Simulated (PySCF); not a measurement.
# C6H7N: calculation and literature

Geometry:
```
atom   x (Å)   y (Å)   z (Å)
  C1   2.193  -0.270   0.144
  C2   0.703  -0.165   0.042
  C3   0.067   1.076   0.025
  C4  -1.312   1.120  -0.067
  C5  -2.015  -0.074  -0.141
  C6  -1.292  -1.255  -0.119
  N7   0.026  -1.302  -0.030
  H8   2.666   0.239  -0.694
  H9   2.543   0.197   1.063
 H10   2.482  -1.317   0.140
 H11   0.650   1.983   0.084
 H12  -1.833   2.067  -0.080
 H13  -3.091  -0.085  -0.213
 H14  -1.788  -2.216  -0.175
```

PySCF 2.14 calculation with PBE0/pcSseg-1 with gauge-including orbitals and GFN2-xTB geometry; non-relativistic Hamiltonian, no solvent model, single conformer, equivalent nuclei averaged.

Reference values: estimated from measurements, as parent shift plus tabulated substituent increment (solution, not stated per compound (mostly CDCl3 or CCl4); Pretsch, Buehlmann, Badertscher, Structure Determination of Organic Compounds, 4th ed. (2009)).
| atoms | quantity | reference | computed | computed, scaled |
| --- | --- | --- | --- | --- |
| C2 | δ ¹³C | 158.4 | 164.2 | 157.8 |
| C6 | δ ¹³C | 149.1 | 155.2 | 149.0 |
| C4 | δ ¹³C | 136.2 | 141.6 | 135.8 |
| C3 | δ ¹³C | 123.2 | 127.6 | 122.2 |
| C5 | δ ¹³C | 120.7 | 125.4 | 120.0 |
| H14 | δ ¹H | 8.48 | 8.82 | 8.41 |
| H12 | δ ¹H | 7.54 | 7.86 | 7.50 |
| H11 | δ ¹H | 7.14 | 7.38 | 7.05 |
| H13 | δ ¹H | 7.10 | 7.20 | 6.88 |

Computed shifts are σ(ref) − σ with the named reference compound (TMS for H and C) calculated as an isolated molecule at the same level. The measured values may be among those fitted. Scaled to experiment by linear calibration (H and C: mostly CDCl3 data, vs TMS): ¹³C: δ = 179.97 − 0.974σ (rms 2.1 ppm, 958 shifts, 2.3 ppm with the 13 outliers that the fit left out); ¹H: δ = 30.01 − 0.943σ (rms 0.17 ppm, 504 shifts, 0.18 ppm with the 4 outliers that the fit left out). Occasional misses reach two or three times the rms, and more in compound classes unlike the fitted ones.

**Question.** How far are the unscaled ¹³C shifts from the references?

**Answer.** Mean signed difference +5.28 ppm, mean absolute 5.28 ppm over 5 comparisons; the largest is +6.1 ppm at C6 (aromatic CH next to a ring nitrogen).

**Question.** How far are the unscaled ¹H shifts from the references?

**Answer.** Mean signed difference +0.25 ppm, mean absolute 0.25 ppm over 4 comparisons; the largest is +0.34 ppm at H14 (hydrogen on an aromatic CH next to a ring nitrogen).
